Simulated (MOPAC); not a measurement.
MOPAC input (PM7):

```
PM7 FORCE THERMO(298,298) PRECISE LET CHARGE=-1 GEO-OK AUX(PRECISION=9) THREADS=1
CH2BI2

C    -2.31046320 1   -0.22959217 1    0.21126023 1
B    -0.89206279 1   -0.08864622 1    0.08156695 1
I     0.44557076 1   -1.68302195 1    0.71906820 1
I    -0.02802482 1    1.72451418 1   -0.75724787 1
H    -3.01814240 1    0.52481957 1   -0.08681947 1
H    -2.79201165 1   -1.10217487 1    0.61807640 1
```

Output:

```
 *******************************************************************************
 **                                                                           **
 **                              MOPAC v23.2.5                                **
 **                                                                           **
 *******************************************************************************
 ** MOPAC's Digital Object Identifier: https://doi.org/10.5281/zenodo.6511958 **
 **                                                                           **
 ** Please cite the open-source release paper for use of this MOPAC version:  **
 ** J. E. Moussa and J. J. P. Stewart (2026)                                  **
 ** MOPAC: An open-source semiempirical molecular orbital program             **
 ** J. Open Source Softw., 11(119), 8025, https://doi.org/10.21105/joss.08025 **
 *******************************************************************************

                              PM7 CALCULATION RESULTS

 *******************************************************************************
 *  PM7        - The PM7 Hamiltonian to be used
 *  GEO-OK     - OVERRIDE INTERATOMIC DISTANCE AND OTHER SAFETY CHECKS
 *
 *
 *
 *                 CHARGE ON SYSTEM = -1
 *
 *
 *
 *  LET        - OVERRIDE SOME SAFETY CHECKS
 *  PRECISE    - TIGHTER CRITERIA TO BE USED
 *  FORCE      - FORCE CALCULATION SPECIFIED
 *  AUX        - OUTPUT AUXILIARY INFORMATION
 *  THERMO     - THERMODYNAMIC QUANTITIES TO BE CALCULATED
 *******************************************************************************
PM7 FORCE THERMO(298,298) PRECISE LET CHARGE=-1 GEO-OK AUX(PRECISION=9) THREADS=1
 CH2BI2

   ATOM   CHEMICAL          X               Y               Z
  NUMBER   SYMBOL      (ANGSTROMS)     (ANGSTROMS)     (ANGSTROMS)

     1       C         -2.31046320  *  -0.22959217  *   0.21126023  *
     2       B         -0.89206279  *  -0.08864622  *   0.08156695  *
     3       I          0.44557076  *  -1.68302195  *   0.71906820  *
     4       I         -0.02802482  *   1.72451418  *  -0.75724787  *
     5       H         -3.01814240  *   0.52481957  *  -0.08681947  *
     6       H         -2.79201165  *  -1.10217487  *   0.61807640  *

          CARTESIAN COORDINATES

    NO.       ATOM           X           Y           Z

     1         C         -2.3105     -0.2296      0.2113
     2         B         -0.8921     -0.0886      0.0816
     3         I          0.4456     -1.6830      0.7191
     4         I         -0.0280      1.7245     -0.7572
     5         H         -3.0181      0.5248     -0.0868
     6         H         -2.7920     -1.1022      0.6181

 General Reference for PM7:
 "Optimization of Parameters for Semiempirical Methods VI: More Modifications to the
 NDDO Approximations and Re-optimization of Parameters", J. J. P. Stewart, J. Mol. Mod., 1:32, 19 (2013)
 https://link.springer.com/article/10.1007/s00894-012-1667-x

[...]
 TRAVEL (Ang.)       0.2475         C 1 -- B 2         +20.2% ( 60.0%)      0.0%
 REDUCED MASS        1.2018         B 2 -- I 4          +7.6% ( 36.9%)     76.1%
 EFFECTIVE MASS      5.1974
 FORCE CONSTANT      0.5942

 VIBRATION          8    2B1         ATOM PAIR     ENERGY CONTRIBUTION    RADIAL
 FREQUENCY          1054.13         C 1 -- H 6         +44.7% ( 64.9%)      0.0%
 TRANSITION DIPOLE   0.5084         C 1 -- H 5         +44.7% ( 64.9%)      0.0%
 TRAVEL (Ang.)       0.2485         C 1 -- B 2          +9.7% ( 30.2%)      0.0%
 REDUCED MASS        1.0359         B 2 -- I 4          +0.5% (  6.8%)      0.0%
 EFFECTIVE MASS      2.9453
 FORCE CONSTANT      0.6782

 VIBRATION          9    3A1         ATOM PAIR     ENERGY CONTRIBUTION    RADIAL
 FREQUENCY          1310.15         C 1 -- B 2         +33.4% ( 65.7%)    100.0%
 TRANSITION DIPOLE   0.3878         B 2 -- I 3         +17.5% ( 47.6%)     27.0%
 TRAVEL (Ang.)       0.1798         B 2 -- I 4         +17.5% ( 47.6%)     27.0%
 REDUCED MASS        1.5921         C 1 -- H 6         +15.8% ( 45.1%)      9.8%
 EFFECTIVE MASS      5.3763         C 1 -- H 5         +15.8% ( 45.1%)      9.8%
 FORCE CONSTANT      1.6101

 VIBRATION         10    4A1         ATOM PAIR     ENERGY CONTRIBUTION    RADIAL
 FREQUENCY          1389.63         C 1 -- B 2         +37.0% ( 78.4%)    100.0%
 TRANSITION DIPOLE   0.1925         C 1 -- H 6         +23.7% ( 62.7%)      7.5%
 TRAVEL (Ang.)       0.1425         C 1 -- H 5         +23.7% ( 62.7%)      7.5%
 REDUCED MASS        2.3910         B 2 -- I 4          +7.8% ( 35.9%)     26.8%
 EFFECTIVE MASS      7.4501
 FORCE CONSTANT      2.7203

 VIBRATION         11    4B2         ATOM PAIR     ENERGY CONTRIBUTION    RADIAL
 FREQUENCY          2694.64         C 1 -- H 5         +49.5% ( 72.3%)     97.9%
 TRANSITION DIPOLE   0.3785         C 1 -- H 6         +49.5% ( 72.3%)     97.9%
 TRAVEL (Ang.)       0.2203         C 1 -- B 2          +1.0% ( 10.3%)      0.0%
 REDUCED MASS        0.5155
 EFFECTIVE MASS      1.5225
 FORCE CONSTANT      2.2053

 VIBRATION         12    5A1         ATOM PAIR     ENERGY CONTRIBUTION    RADIAL
 FREQUENCY          2743.67         C 1 -- H 6         +49.7% ( 69.4%)     96.8%
 TRANSITION DIPOLE   1.0278         C 1 -- H 5         +49.7% ( 69.4%)     96.8%
 TRAVEL (Ang.)       0.2254         C 1 -- B 2          +0.7% (  8.1%)    100.0%
 REDUCED MASS        0.4836
 EFFECTIVE MASS      1.2563
 FORCE CONSTANT      2.1449

      SYMMETRY NUMBER FOR POINT-GROUP C2v =  2

          SYSTEM IS A GROUND STATE

 CH2BI2

          MOLECULE IS NOT LINEAR

          THERE ARE 12 GENUINE VIBRATIONS IN THIS SYSTEM
          THIS THERMODYNAMICS CALCULATION IS LIMITED TO
          MOLECULES WHICH HAVE NO INTERNAL ROTATIONS

                    CALCULATED THERMODYNAMIC PROPERTIES
                                          *
   TEMP. (K)   PARTITION FUNCTION   H.O.F.    ENTHALPY  HEAT CAPACITY ENTROPY
                                   KCAL/MOL   CAL/MOLE    CAL/K/MOL  CAL/K/MOL

 298.00  VIB.     0.4868D+01                  1415.9150     9.9445     7.8966
         ROT.     0.3631D+06                   888.2803     2.9808    28.4218
         INT.     0.1768D+07                  2304.1953    12.9254    36.3185
         TRA.     0.4497D+28                  1480.4672     4.9680    42.7704
         TOT.                      -58.531    3784.6625    17.8934    79.0889

   *: NOTE: HEATS OF FORMATION ARE RELATIVE TO THE
            ELEMENTS IN THEIR STANDARD STATE AT 298K
              (=  Standard Enthalpy of Formation).

            Hvib:  Zero-point energy is not included.
                   frequencies of less than zero cm-1 are not included.
            Hrot = (3/2)RT
            Htra = (3/2)RT + pV = (5/2)RT

            Heat capacity is Cp, not Cv

          For more information, see: HTTP://OpenMOPAC.net/Manual/thermochemistry.html

           FORCE CONSTANT IN CARTESIAN COORDINATES (Millidynes/A)

    ATOM   CHEMICAL       X               Y               Z
   NUMBER   SYMBOL  FORCE CONSTANT  FORCE CONSTANT  FORCE CONSTANT

      1       C        8.803840        6.052554        2.035635
      2       B        6.972036        2.860064        1.013209
      3       I        0.791290        1.717618        0.091196
      4       I        0.791289        1.717618        0.091196
      5       H        1.779347        3.010529        0.330594
      6       H        1.779345        3.010530        0.330594

 **********************
 *                    *
 * JOB ENDED NORMALLY *
 *                    *
 **********************

 == MOPAC DONE ==
```

The dipole moment of an ion depends on the origin.
